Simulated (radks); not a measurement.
The numbers below are computed, except where a source is named.
These are the eigenvalues of the occupied orbitals of an atom or ion with whole-number occupations (eV). Level of theory: Dirac Kohn-Sham, PBE, spin-unpolarised, spherical densities, finite nucleus; Fermi nuclear charge, rms radius of each element as measured or else 0.836 A^(1/3) + 0.57 fm (a radial shooting solver on a logarithmic mesh with Libxc functionals).

| orbital | eigenvalue |
|---|---|
| 1s1/2 | -1511.045 |
| 2s1/2 | -108.1567 |
| 2p1/2 | -69.9286 |
| 2p3/2 | -69.4873 |
| 3s1/2 | -7.7527 |
| 3p1/2 | -2.7229 |
| 3p3/2 | -2.7066 |

Which element is it, and in what charge state? The configuration may be excited. Open shells, if any, are shared by 2j + 1.

Answer. Z = 13, aluminium, charge 0: Al in [Ne] 3s2 3p1. The list shows which subshells hold electrons but not how many an open one holds; the 1s level, -55.53 hartree, gives Z - s = 10.5 by -(Z - s)^2/2, which with screening and relativity narrows Z to a few neighbours, and the depths of the outer levels then fix element, charge and occupations together.
